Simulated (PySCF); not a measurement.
## Electronic structure of Ni⁹⁺ (nickel, charge +9) at the UHF level

Configuration: [Ar] 3d1, 2D determinant. Computed with PySCF 2.14 in an uncontracted even-tempered set (20 s from 0.4 bohr⁻², ratio 2.5; 13 p from 0.52 bohr⁻², ratio 2.5; 9 d from 0.52 bohr⁻², ratio 2.5; 4 f from 1.9 bohr⁻², ratio 2.7; 4 g from 2.8 bohr⁻², ratio 2.7), with the spin-free X2C one-electron Hamiltonian (Gaussian nucleus).

| Property | Result |
| --- | --- |
| Total energy | -1490.619206 hartree |
| One-electron energy | -1905.8969 hartree |
| Hartree (Coulomb) energy | 471.1001 hartree |
| Exchange energy | -55.8224 hartree |
| ⟨S²⟩ | 0.7512 |
| ⟨L²⟩ | 6.011 |
| Sum of ⟨r⟩ | 8.045 bohr |
| Sum of ⟨r²⟩ | 5.365 bohr² |
| Traceless quadrupole moment −½Σ⟨3z² − r²⟩ along its main axis | 0.137 e·bohr² |

```json
{"shell": "1s α", "electrons": "1", "mean orbital energy (eV)": "-8630.8", "spread (eV)": "0", "rms radius, mean of both spins (bohr)": "0.0624"}
{"shell": "1s β", "electrons": "1", "mean orbital energy (eV)": "-8630.8", "spread (eV)": "0", "rms radius, mean of both spins (bohr)": "0.0624"}
{"shell": "2s α", "electrons": "1", "mean orbital energy (eV)": "-1285.1", "spread (eV)": "0", "rms radius, mean of both spins (bohr)": "0.264"}
{"shell": "2s β", "electrons": "1", "mean orbital energy (eV)": "-1283.4", "spread (eV)": "0", "rms radius, mean of both spins (bohr)": "0.264"}
{"shell": "2p α", "electrons": "3", "mean orbital energy (eV)": "-1133.9", "spread (eV)": "0.218", "rms radius, mean of both spins (bohr)": "0.237"}
{"shell": "2p β", "electrons": "3", "mean orbital energy (eV)": "-1132.2", "spread (eV)": "1.873", "rms radius, mean of both spins (bohr)": "0.237"}
{"shell": "3s α", "electrons": "1", "mean orbital energy (eV)": "-340.46", "spread (eV)": "0", "rms radius, mean of both spins (bohr)": "0.725"}
{"shell": "3s β", "electrons": "1", "mean orbital energy (eV)": "-337.19", "spread (eV)": "0", "rms radius, mean of both spins (bohr)": "0.725"}
{"shell": "3p α", "electrons": "3", "mean orbital energy (eV)": "-290.44", "spread (eV)": "2.048", "rms radius, mean of both spins (bohr)": "0.742"}
{"shell": "3p β", "electrons": "3", "mean orbital energy (eV)": "-286.42", "spread (eV)": "3.283", "rms radius, mean of both spins (bohr)": "0.742"}
{"shell": "3d α", "electrons": "1", "mean orbital energy (eV)": "-224.66", "spread (eV)": "0", "rms radius, mean of both spins (bohr)": "0.727"}
```

Densities and radii are taken from the X2C orbitals without a picture-change correction, which distorts them close to the nucleus.

Spin-orbit constants ζ (cm⁻¹) from the X2C one-electron operator on these orbitals: bare nucleus, nucleus screened by l(l+1)(2l+1)/3 electrons, and screened by the Breit-Pauli mean field of the electrons.

```csv
shell,bare,screened nucleus,mean field
2p,98790,91740,88520
3p,15690,14570,14020
3d,2039,1311,1251
```

To first order the Landé constant is A = 1251 cm⁻¹, so the lowest level has J = 3/2 and lies 0.233 eV below the centre of the term.
